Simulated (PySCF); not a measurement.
Species: 3-chlorophenol, C₆H₅ClO.
Bonds: O1–C2, C2–C3 (aromatic), C3–C4 (aromatic), C4–C5 (aromatic), C5–C6 (aromatic), C6–Cl7, C6–C8 (aromatic), C2–C8 (aromatic). Hydrogens: H9 on O1; H10 on C3; H11 on C4; H12 on C5; H13 on C8.

The same species was optimised twice, with GFN2-xTB and with PBE0-D3(BJ)/def2-SVP (PySCF), and the same property calculations (PySCF, gas phase) were run on both structures.

| coordinate | GFN2-xTB | PBE0-D3(BJ)/def2-SVP | change |
| --- | --- | --- | --- |
| C4–C5 (Å) | 1.386 | 1.395 | +0.009 |
| C6–C8 (Å) | 1.385 | 1.394 | +0.009 |
| C3–C4 (Å) | 1.380 | 1.390 | +0.010 |
| O1–C2 (Å) | 1.356 | 1.347 | -0.009 |
| C5–C6 (Å) | 1.384 | 1.392 | +0.008 |
| C2–C8 (Å) | 1.390 | 1.398 | +0.008 |
| C2–C3 (Å) | 1.393 | 1.400 | +0.007 |
| C6–Cl7 (Å) | 1.729 | 1.733 | +0.004 |
| C4–C5–C6 (°) | 118.8 | 118.3 | -0.5 |
| O1–C2–C3 (°) | 118.3 | 117.9 | -0.4 |
| C3–C4–C5 (°) | 120.9 | 121.3 | +0.4 |
| O1–C2–C8 (°) | 121.9 | 122.2 | +0.3 |
| C5–C6–C8 (°) | 121.3 | 121.6 | +0.3 |
| Cl7–C6–C8 (°) | 119.0 | 118.8 | -0.2 |
| C2–C3–C4 (°) | 119.8 | 119.7 | -0.1 |
| C5–C6–Cl7 (°) | 119.7 | 119.6 | -0.1 |

Rotational constants: A = 3473, B = 1208, C = 896.3 MHz (GFN2-xTB) against A = 3453, B = 1199, C = 889.7 MHz (PBE0-D3(BJ)/def2-SVP). Point groups within 0.08 Å: Cs and Cs.

On the GFN2-xTB structure: HOMO (eV) -6.83 [PBE0/pcSseg-1]; LUMO (eV) -0.57 [PBE0/pcSseg-1]; dipole (D) 0.98 [PBE0/pcSseg-1]; GIAO shielding of O1 (ppm) 209.2 [PBE0/pcSseg-1]; GIAO shielding of C2 (ppm) 22.7 [PBE0/pcSseg-1]; GIAO shielding of C3 (ppm) 69.0 [PBE0/pcSseg-1]; GIAO shielding of C4 (ppm) 50.5 [PBE0/pcSseg-1]; GIAO shielding of C5 (ppm) 61.2 [PBE0/pcSseg-1]; GIAO shielding of C6 (ppm) 40.7 [PBE0/pcSseg-1]; GIAO shielding of Cl7 (ppm) 710.6 [PBE0/pcSseg-1]; GIAO shielding of C8 (ppm) 68.1 [PBE0/pcSseg-1].

**Question.** What do these properties become on the PBE0-D3(BJ)/def2-SVP structure?

**Answer.** 
| property | level | on GFN2-xTB | on PBE0-D3(BJ)/def2-SVP | change |
| --- | --- | --- | --- | --- |
| HOMO (eV) | PBE0/pcSseg-1 | -6.83 | -6.81 | +0.02 |
| LUMO (eV) | PBE0/pcSseg-1 | -0.57 | -0.62 | -0.05 |
| dipole (D) | PBE0/pcSseg-1 | 0.98 | 1.04 | +0.06 |
| energy, GFN2-xTB geometry as zero (kcal/mol) | PBE0/pcSseg-1 | 0.0 | -0.1 | -0.1 |
| GIAO shielding of O1 (ppm) | PBE0/pcSseg-1 | 209.2 | 209.2 | 0.0 |
| GIAO shielding of C2 (ppm) | PBE0/pcSseg-1 | 22.7 | 21.9 | -0.8 |
| GIAO shielding of C3 (ppm) | PBE0/pcSseg-1 | 69.0 | 66.8 | -2.2 |
| GIAO shielding of C4 (ppm) | PBE0/pcSseg-1 | 50.5 | 48.0 | -2.5 |
| GIAO shielding of C5 (ppm) | PBE0/pcSseg-1 | 61.2 | 59.0 | -2.2 |
| GIAO shielding of C6 (ppm) | PBE0/pcSseg-1 | 40.7 | 38.3 | -2.4 |
| GIAO shielding of Cl7 (ppm) | PBE0/pcSseg-1 | 710.6 | 704.7 | -5.9 |
| GIAO shielding of C8 (ppm) | PBE0/pcSseg-1 | 68.1 | 66.7 | -1.4 |

The heavy atoms differ by 0.009 Å rms after alignment. Among bonds between heavy atoms O1–C2, C3–C4, C4–C5 and C6–C8 change most and about equally (-0.009 to +0.010 Å). Changes are differences of the printed values. Neither structure is proved a minimum here.

Shape of the structure used: `[OH:1][c:2]1[cH:3][cH:4][cH:5][c:6]([Cl:7])[cH:8]1`: H–O1–C2–C3 180°.
